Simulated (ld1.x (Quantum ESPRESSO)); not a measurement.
**Varying the RRKJ potential for O (Z = 8)**

Base potential:

ld1.x (Quantum ESPRESSO) 7.5 input, shortened:

```
&input
   title='O', zed=8., rel=0, dft='PBE', iswitch=3,
   config='[He] 2s2 2p4 3d-2'
 /
 &inputp
   pseudotype=2, tm=.false., lloc=-2, rcloc=0.75,
   nlcc=.true.
 /
3
2S  1  0   2.00   0.00  0.70  0.70  0.0
2P  2  1   4.00   0.00  1.00  1.00  0.0
3D  3  2  -2.00  -0.05  0.90  0.90  0.0
 &test
   configts(1)='2s2 2p4'
 /
```

All-electron outer shells of the reference configuration (PBE, non-relativistic, ld1.x):

```json
{"shell": "2s", "level (eV)": "-23.91", "outermost node (bohr)": "0.28", "outermost maximum (bohr)": "0.87"}
{"shell": "2p", "level (eV)": "-9.04", "outermost node (bohr)": "–", "outermost maximum (bohr)": "0.82"}
```

Cutoffs, loose and tight: the cutoffs (Ry, on a coarse ladder) from which the occupation-weighted sum of valence levels, in a spherical-Bessel basis at the reference potential, stays within 10 and 1 mRy of its value at 400 Ry. They do not see the model core or the augmentation charge, which bear on the density cutoff. Test errors are all-electron minus pseudo excitation energies from the reference, over the configurations 2s2 2p3; 2s2 2p2; 2s2 2p1; 2s2 2p0; 2s2 2p3.5; 2s2 2p4.3; 2s1 2p5. A dash means not determined; rows that change the core or the reference have their own tests.

| change | outcome | cutoff, loose | cutoff, tight | bound ghosts | largest test error (meV) |
| --- | --- | --- | --- | --- | --- |
| base | generated | 100 Ry | 140 Ry | none | +583 |
| wave 2s (bound): rc 0.70 bohr becomes 2s (bound): rc 0.44 bohr | failed: compute_chi: n is too large | – | – | – | – |
| wave 2s (bound): rc 0.70 bohr becomes 2s (bound): rc 0.52 bohr | failed: compute_chi: n is too large | – | – | – | – |
| wave 2s (bound): rc 0.70 bohr becomes 2s (bound): rc 0.58 bohr | failed: compute_chi: n is too large | – | – | – | – |
| wave 2s (bound): rc 0.70 bohr becomes 2s (bound): rc 0.66 bohr | generated | 100 Ry | 160 Ry | none | +612 |
| wave 2s (bound): rc 0.70 bohr becomes 2s (bound): rc 0.84 bohr | generated | 110 Ry | 140 Ry | none | +514 |
| wave 2s (bound): rc 0.70 bohr becomes 2s (bound): rc 0.90 bohr | generated | 110 Ry | 140 Ry | none | +514 |
| wave 2s (bound): rc 0.70 bohr becomes 2s (bound): rc 0.96 bohr | generated | 100 Ry | 120 Ry | none | +539 |
| wave 2s (bound): rc 0.70 bohr becomes 2s (bound): rc 1.04 bohr | generated | 100 Ry | 120 Ry | none | +594 |

(1) What comes out with this change to the base: wave 2s (bound): rc 0.70 bohr becomes 2s (bound): rc 0.78 bohr?

## Answers

(1) outcome: generated; cutoff, loose: 120 Ry; cutoff, tight: 160 Ry; bound ghosts: none; largest test error (meV): +534.

Reading the sweep of the s radius (base included, trends over the rows without a ghost): The loose cutoff stays near 110 Ry. The median size of the test errors (rows with all tests solved) is not monotonic: lowest 3.8 meV at 0.84 bohr, highest 8.1 meV at 0.66 bohr. The generation fails at 0.44, 0.52, 0.58 bohr.
